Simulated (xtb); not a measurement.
dimethyl carbonate (C₃H₆O₃), SMILES COC(=O)OC. All values are semi-empirical tight-binding results from xtb (GFN2-xTB unless named), good for trends rather than for accurate numbers. Geometry: GFN2-xTB.

```
Quantity                                        Value
--------------------------------------  -------------
point group as xtb finds it                       C2v
orbital gap                                   6.27 eV
dipole moment                                  0.58 D
zero-point energy                       57.3 kcal/mol
G − E(el) at 298.15 K (modified RRHO)   37.7 kcal/mol
static polarisability (D4 model)           51.5 bohr³
solvation energy, GFN2-xTB/ALPB(water)  -4.6 kcal/mol
solvation energy, GFN2-xTB/ALPB(chcl3)  -7.4 kcal/mol
```

Computed IR lines (harmonic; lines under 4 % of the strongest left out, lines within 3 cm⁻¹ merged):
ν (cm⁻¹): 725 (w), 932 (w), 1210 (vs), 1806 (s), 2987 (w) (against the strongest line: vs over 80 %, s over 45 %, m over 15 %, w over 4 %, vw less)
